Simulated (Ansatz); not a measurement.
A structure relaxed at PBE0-D4/def2-TZVP in Ansatz, charge 1, doublet:

```xyz
3

Ge   -0.006    0.001    0.003
Se    0.453    2.096   -0.098
Se   -0.447   -2.098    0.096
```

(1) Give its formula and point group.

(2) Summarise the bond lengths by kind (pairs closer than 1.2 times the sum of covalent radii, bridged metal pairs left out).

Answers

(1) GeSe₂⁺. Point group D∞h (tolerance 0.1 Å).

(2) 2 × Ge–Se 2.15 Å.

Another isomer (doublet) lies 1.42 eV lower at PBE0-D4/def2-TZVP; other spin states weren't run for this one.
